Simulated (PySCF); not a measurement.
`CC(=O)CC(Cl)Cl`, C4H6Cl2O

Cartesian coordinates in Å; atom numbers follow the order of the lines, from 1:
```xyz
13

C    -1.931    0.584   -0.266
C    -0.765   -0.352   -0.432
O    -0.887   -1.536   -0.599
C     0.595    0.326   -0.315
C     1.734   -0.651   -0.555
Cl    3.176   -0.195    0.386
Cl    2.163   -0.696   -2.280
H    -1.708    1.579   -0.637
H    -2.160    0.656    0.797
H    -2.805    0.181   -0.770
H     0.671    0.738    0.695
H     0.653    1.160   -1.017
H     1.453   -1.666   -0.264
```

Computed with PySCF 2.14.0, GIAO BHandHLYP/pcSseg-1 magnetisability, rotational g tensor and spin-rotation constants, non-relativistic, gas phase. Geometry: GFN2-xTB, dihedral held. The dihedral C2–C4–C5–Cl7 is held at 90°.

**Question.** Give the nuclear spin-rotation constants along the inertial axes (H = +C I·J) beside the isotropic shieldings.

**Answer.** Rotational constants 2.6350, 1.0289, 0.8467 GHz. A star marks the isotopologue with that one atom substituted, in its own axes.
| atom | isotope | Caa (kHz) | Cbb (kHz) | Ccc (kHz) | mean (kHz) | σ (ppm) |
| --- | --- | --- | --- | --- | --- | --- |
| Cl6 | 35Cl | 0.497 | 0.164 | 0.394 | 0.352 | 689.3 |
| Cl7 | 35Cl | 0.853 | 0.125 | 0.343 | 0.440 | 668.9 |
| H8 | 1H | -0.295 | -0.126 | 0.032 | -0.130 | 29.8 |
| H9 | 1H | -0.255 | 0.012 | -0.097 | -0.113 | 29.8 |
| H10 | 1H | -0.035 | -0.066 | -0.098 | -0.066 | 29.7 |
| H11 | 1H | -0.291 | 0.047 | -0.102 | -0.115 | 28.8 |
| H12 | 1H | -0.293 | -0.115 | 0.037 | -0.124 | 28.6 |
| H13 | 1H | -0.209 | -0.110 | 0.054 | -0.088 | 25.5 |
| C1 | 13C* | 0.343 | 0.183 | 0.141 | 0.222 | 156.7 |
| C2 | 13C* | 1.536 | 0.283 | 0.365 | 0.728 | -22.0 |
| O3 | 17O* | -1.792 | -0.255 | -0.719 | -0.922 | -326.8 |
| C4 | 13C* | 0.438 | 0.223 | 0.211 | 0.291 | 123.3 |
| C5 | 13C* | 0.578 | 0.210 | 0.227 | 0.338 | 108.8 |

For the geometry as given, no vibrational averaging.
